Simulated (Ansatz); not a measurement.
The cluster B₅⁺ (the lowest singlet isomer of a short search). The state is a singlet with charge 1. Geometry B3LYP-D4/def2-SVP, basis def2-TZVP, Ansatz.

```tsv
atom	x (Å)	y (Å)	z (Å)
B1	1.060	0.626	-0.234
B2	-1.098	0.108	0.542
B3	-0.650	-1.202	-0.180
B4	0.786	-0.842	-0.690
B5	-0.099	1.310	0.563
```

```json
{"run": "A", "HOMO (eV)": "-12.86", "LUMO (eV)": "-9.81"}
{"run": "B", "HOMO (eV)": "-15.58", "LUMO (eV)": "-6.97"}
{"run": "C", "HOMO (eV)": "-12.77", "LUMO (eV)": "-9.99"}
{"run": "D", "HOMO (eV)": "-15.27", "LUMO (eV)": "-6.92"}
{"run": "E", "HOMO (eV)": "-13.45", "LUMO (eV)": "-9.07"}
{"run": "F", "HOMO (eV)": "-14.42", "LUMO (eV)": "-7.89"}
```

LC-ωPBE has ω = 0.4 bohr⁻¹. The structure comes from a short search, and lower isomers may exist.

Q: The runs used CAM-B3LYP, LC-ωPBE, PBE, PBE0, r2SCAN, ωB97X-V. Estimate which is which.

A: A r2SCAN (0 % exact exchange); B LC-ωPBE (range-separated); C PBE (0 % exact exchange); D ωB97X-V (range-separated); E PBE0 (25 % exact exchange); F CAM-B3LYP (range-separated). Exact exchange lowers occupied and raises empty levels; among semilocal functionals meta-GGAs tend to open the gap a little, and such runs are hard to tell apart. The gap grows from 2.78 eV (PBE) to 8.62 eV (LC-ωPBE).
